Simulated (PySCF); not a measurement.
FHSi, SMILES F[SiH] (connectivity only; charge and spin as stated), charge +1, multiplicity 2. Atoms are numbered in the order given.

```xyz
3

Si     0.1262     0.5433     0.0000
H     -1.1724     1.3219     0.0000
F     -0.0661    -0.9920     0.0000
```
Charge +1, spin multiplicity 2.

Coordinates come from a TPSSh-D3(BJ)/def2-TZVPD optimisation. The multiplicity is an assumed one; other spin states were not compared. The isomer is the one that the SMILES or the coordinates give; other isomers of the formula were not compared.

These are r2SCAN/def2-TZVPD (PySCF) values and carry that method's errors.

Mulliken values depend strongly on the basis, most of all with diffuse functions as here. Atomic charges (e):

```json
[
 {"atom": "Si1", "meta-Löwdin": "(withheld)", "Mulliken": "0.86", "Mulliken spin": "0.72"},
 {"atom": "H2", "meta-Löwdin": "(withheld)", "Mulliken": "0.20", "Mulliken spin": "0.25"},
 {"atom": "F3", "meta-Löwdin": "(withheld)", "Mulliken": "-0.06", "Mulliken spin": "0.03"}
]
```

Task: Some entries are withheld; supply them. (Estimate from the structure and the level; the computed values follow.)

Result: 
- Si1, meta-Löwdin: 1.30
- H2, meta-Löwdin: 0.05
- F3, meta-Löwdin: -0.35
